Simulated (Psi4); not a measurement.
Pair of molecules: HF (SMILES F) (first 2 atoms) with CH4O (SMILES CO); geometry from B3LYP-D3(BJ)/def2-TZVP, rigid monomers moved along the line of their centres of mass till H2···O4 is 2.29 Å.
(charge 0, multiplicity 1):
```xyz
8

F      0.08507     0.01290     0.23579
H     -0.21590    -0.06029     1.13358
C      0.49294     0.41348     4.17036
O     -0.57643    -0.14624     3.39658
H      0.22127     0.46564     5.22646
H      0.65193     1.42056     3.79256
H      1.41468    -0.16047     4.05140
H     -0.75141    -1.04614     3.69198
```

These are Psi4 with SAPT0/jun-cc-pV(D+d)Z values and carry that method's errors.

Q: Give the four SAPT terms and the total, and say what mostly holds the pair together.

A: electrostatics -28.3, exchange 6.4, induction -4.6, dispersion -2.4, total -29.0 kJ/mol; the largest attraction is electrostatics.
